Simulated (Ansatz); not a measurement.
`O[SiH2][GeH2][OH]` + NH₃ → `[NH2][GeH2][SiH2]O` + H₂O  (ligand exchange at a Ge–O bond)

Computed with Ansatz on PBE0-D4/def2-TZVP structures; ΔE is electronic, products minus reactants. CCSD(T)/CBS adds triple-zeta CCSD(T) − MP2 to the extrapolated MP2 energy (def2 sets, frozen cores). This one scheme is used for every species. Functionals use def2-TZVPP. For Ge outer-core shells are correlated without core-valence functions, which leaves a few kJ/mol of doubt a bond. Scalar relativity is left out up to krypton. One conformer a species, not always the lowest.

| level | ΔE (kcal/mol) |
| --- | --- |
| PBE0-D4 | 2.4 |
| r2SCAN | 3.7 |
| MP2/def2-TZVPP | 2.8 |
| HF/CBS(def2) | 8.9 |

Task: What does CCSD(T)/CBS give? (Estimate.)

Result: Computed: +2.7 kcal/mol. The listed levels differ from it by -0.3, 1.0, 0.1, 6.2 kcal/mol.

Largest T1 diagnostic among the species: 0.012.

In def2-TZVPP, CCSD(T) changes the Hartree–Fock value by −5.3 kcal/mol (the triples alone add −0.8 kcal/mol) and MP2 by −5.7 kcal/mol. The D4 term adds −1.4 kcal/mol with B3LYP and −0.7 kcal/mol with PBE0; it sums over pairs of atoms, weighted by their polarisabilities, and B3LYP, whose exchange is more repulsive, gets the larger term.

B3LYP here is the variant with VWN-RPA as its local correlation; programs differ in this.
